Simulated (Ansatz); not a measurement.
Question: Name a neutral molecule of C, Ge and H with LUMO energy (PBE0/def2-TZVPP) between -0.90 and -0.60 eV and HOMO–LUMO gap (ωB97M-V/def2-TZVPP) between 10.40 and 10.70 eV (Ansatz, PBE0-D4/def2-TZVP geometry).

Answer: `c1cc[c]([GeH2][c]2ccccc2)cc1` (-0.69 eV, 10.48 eV). Other molecules can fit too; these were computed, each in one conformer that needn't be the lowest.
